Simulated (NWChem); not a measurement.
System: CF₂, singlet; SMILES F[C]F

NWChem input:

```
start job
memory heap 200 mb stack 900 mb global 1100 mb
geometry units angstroms noautosym nocenter noautoz
  F      1.023701     0.000000    -0.197087
  C      0.000000     0.000000     0.591031
  F     -1.023701     0.000000    -0.197087
end
basis spherical
  F library def2-svp
  C library def2-svp
end
dft
  xc m06-2x
  iterations 150
end
cosmo
  dielec 3.9
end
task dft energy
```

NWChem printed, in part:

```
             Northwest Computational Chemistry Package (NWChem) 7.3.0
             --------------------------------------------------------

                             Geometry "geometry" -> ""
                             -------------------------

 Output coordinates in angstroms (scale by  1.889725989 to convert to a.u.)

  No.       Tag          Charge          X              Y              Z
 ---- ---------------- ---------- -------------- -------------- --------------
    1 F                    9.0000     1.02370100     0.00000000    -0.19708700
    2 C                    6.0000     0.00000000     0.00000000     0.59103100
    3 F                    9.0000    -1.02370100     0.00000000    -0.19708700

 Effective nuclear repulsion energy (a.u.)      65.1723736850

                                 NWChem DFT Module
                                 -----------------

 Summary of "ao basis" -> "ao basis" (spherical)
 ------------------------------------------------------------------------------
       Tag                 Description            Shells   Functions and Types
 ---------------- ------------------------------  ------  ---------------------
 F                          def2-svp                 6       14   3s2p1d
 C                          def2-svp                 6       14   3s2p1d

 in cosmo_initialize ...

 solvent parameters
 solvname_short: unkn
 solvname_long:  unknown
 dielec:        3.9000

          ---------------
          -cosmo- solvent
          ---------------
 Cosmo: York-Karplus, doi: 10.1021/jp992097l
 dielectric constant -eps-     =   3.90
 screen = (eps-1)/(eps    )    =   0.74359
 surface charge correction     = lagrangian

   van der Waals surface
 --------------------------

 ---------- ATOMIC COORDINATES (A.U.) ------------ VDWR(ANG.) --
     1    1.93451438    0.00000000   -0.37244043     1.720
     2    0.00000000    0.00000000    1.11688664     2.000
     3   -1.93451438    0.00000000   -0.37244043     1.720
 number of segments per atom =         32
 number of   points per atom =         32
 atom (   nspa,  nppa )
 ----------------------
    1 (     20,     0 )       0
    2 (     20,     0 )       0
    3 (     20,     0 )       0
 number of -cosmo- surface points =       60
 molecular surface =     69.586 angstrom**2
 molecular volume  =     49.796 angstrom**3
 G(cav/disp)       =      1.208 kcal/mol
 -lineq- algorithm             =   0
 -bem- low  level              =   2
 -bem- from -octahedral-
 gaussian surface charge width =   4.50000
 degree of switching           =   1.00000
 switching function tolerance  =   0.00010
 atomic radii =
 --------------
    1  9.000  1.720
    2  6.000  2.000
    3  9.000  1.720
 ...... end of -cosmo- initialization ......

            General Information
            -------------------
          SCF calculation type: DFT
          Wavefunction type:  closed shell.
          No. of atoms     :     3
          No. of electrons :    24
           Alpha electrons :    12
            Beta electrons :    12
          Charge           :     0
          Spin multiplicity:     1
          Use of symmetry is: off; symmetry adaption is: off
          Maximum number of iterations: 150
          AO basis - number of functions:    42
                     number of shells:    18
          Convergence on energy requested:  1.00D-06
          Convergence on density requested:  1.00D-05
          Convergence on gradient requested:  5.00D-04

              XC Information
              --------------
                       M06-2X Method XC Functional
                     Hartree-Fock (Exact) Exchange  0.540
                        M06-2X Exchange Functional  1.000
                      M06-2X Correlation Potential  1.000

             Grid Information
             ----------------
          Grid used for XC integration:  medium
          Radial quadrature: Mura-Knowles
          Angular quadrature: Lebedev.
          Tag              B.-S. Rad. Rad. Pts. Rad. Cut. Ang. Pts.
          ---              ---------- --------- --------- ---------
          F                   0.50       49           6.0       434
          C                   0.70       49           5.0       434
          Grid pruning is: on
          Number of quadrature shells:   147
          Spatial weights used:  Erf1

      Superposition of Atomic Density Guess
      -------------------------------------

 Sum of atomic energies:        -236.20983326

      Non-variational initial energy
      ------------------------------

 Total energy =    -236.810355
 1-e energy   =    -458.079001
 2-e energy   =     156.096272
 HOMO         =      -0.283927
 LUMO         =       0.013178

[...]

                                   COSMO solvation results
                                   -----------------------

                 gas phase energy =      -237.431589334721
                 sol phase energy =      -237.433446730996
 (electrostatic) solvation energy =         0.001857396276 (    1.17 kcal/mol)

                       DFT Final Molecular Orbital Analysis
                       ------------------------------------

 Vector   10  Occ=2.000000D+00  E=-5.675788D-01
              MO Center= -8.2D-09, -2.6D-10, -1.8D-01, r^2= 1.5D+00
   Bfn.  Coefficient  Atom+Function         Bfn.  Coefficient  Atom+Function
  ----- ------------  ---------------      ----- ------------  ---------------
     5      0.482982  1 F  py                33     -0.482982  3 F  py
     8     -0.332155  1 F  py                36      0.332155  3 F  py
    24     -0.039295  2 C  d -2

 Vector   11  Occ=2.000000D+00  E=-5.488146D-01
              MO Center= -6.5D-09,  3.8D-11, -1.6D-01, r^2= 1.5D+00
   Bfn.  Coefficient  Atom+Function         Bfn.  Coefficient  Atom+Function
  ----- ------------  ---------------      ----- ------------  ---------------
     4      0.415525  1 F  px                32      0.415525  3 F  px
     6      0.282074  1 F  pz                34     -0.282074  3 F  pz
     7     -0.274317  1 F  px                35     -0.274317  3 F  px
     9     -0.184505  1 F  pz                37      0.184505  3 F  pz
    21     -0.059264  2 C  px                18      0.040110  2 C  px

 Vector   12  Occ=2.000000D+00  E=-3.686825D-01
              MO Center=  1.9D-10, -4.8D-11,  7.9D-01, r^2= 1.2D+00
   Bfn.  Coefficient  Atom+Function         Bfn.  Coefficient  Atom+Function
  ----- ------------  ---------------      ----- ------------  ---------------
    17      0.525418  2 C  s                 20      0.430104  2 C  pz
    16      0.394148  2 C  s                  6      0.258049  1 F  pz
    34      0.258049  3 F  pz                 9     -0.197652  1 F  pz
    37     -0.197652  3 F  pz                15     -0.174433  2 C  s
    23      0.166328  2 C  pz                 3     -0.100349  1 F  s

 Vector   13  Occ=0.000000D+00  E=-2.818820D-02
              MO Center= -8.2D-11,  7.6D-11,  4.9D-01, r^2= 1.3D+00
   Bfn.  Coefficient  Atom+Function         Bfn.  Coefficient  Atom+Function
  ----- ------------  ---------------      ----- ------------  ---------------
    19      0.630886  2 C  py                22      0.547203  2 C  py
     5      0.261353  1 F  py                33      0.261353  3 F  py
     8     -0.251557  1 F  py                36     -0.251557  3 F  py

 Vector   14  Occ=0.000000D+00  E= 2.173644D-01
              MO Center=  9.3D-10,  4.3D-11,  7.8D-01, r^2= 2.0D+00
   Bfn.  Coefficient  Atom+Function         Bfn.  Coefficient  Atom+Function
  ----- ------------  ---------------      ----- ------------  ---------------
    21      1.265837  2 C  px                 3     -0.639688  1 F  s
    31      0.639688  3 F  s                 18      0.460768  2 C  px
     9     -0.316857  1 F  pz                37      0.316857  3 F  pz
     6      0.217685  1 F  pz                34     -0.217685  3 F  pz
     7      0.132191  1 F  px                35      0.132191  3 F  px

 Vector   15  Occ=0.000000D+00  E= 2.509459D-01
              MO Center= -1.4D-09, -4.3D-11,  2.5D-02, r^2= 2.2D+00
   Bfn.  Coefficient  Atom+Function         Bfn.  Coefficient  Atom+Function
  ----- ------------  ---------------      ----- ------------  ---------------
    17      1.675813  2 C  s                 23     -1.270004  2 C  pz
     3     -0.949764  1 F  s                 31     -0.949764  3 F  s
     7      0.431732  1 F  px                35     -0.431732  3 F  px
    20     -0.372337  2 C  pz                 4     -0.187818  1 F  px
    32      0.187818  3 F  px                 2     -0.140704  1 F  s

     Multipole analysis of the density
     ---------------------------------

     L   x y z        total         alpha         beta         nuclear
     -   - - -        -----         -----         ----         -------
     0   0 0 0     -0.000000    -12.000000    -12.000000     24.000000

     1   1 0 0     -0.000000     -0.000000     -0.000000      0.000000
     1   0 1 0      0.000000      0.000000      0.000000      0.000000
     1   0 0 1     -0.289896     -0.143644     -0.143644     -0.002608

     2   2 0 0    -11.800839    -39.581533    -39.581533     67.362226
     2   1 1 0      0.000000      0.000000      0.000000      0.000000
     2   1 0 1     -0.000000     -0.000000     -0.000000      0.000000
     2   0 2 0    -10.402204     -5.201102     -5.201102      0.000000
     2   0 1 1      0.000000      0.000000      0.000000      0.000000
     2   0 0 2    -12.737600    -11.359514    -11.359514      9.981428
```

Level: M06-2X/def2-SVP, COSMO on the gas-phase geometry. Low-valent species are run as closed-shell singlets; no triplet was tried in these runs. Structure relaxed at the PBE0/def2-SVP level. COSMO prints the solvation energy as gas minus solution, so a positive value is a stabilisation.
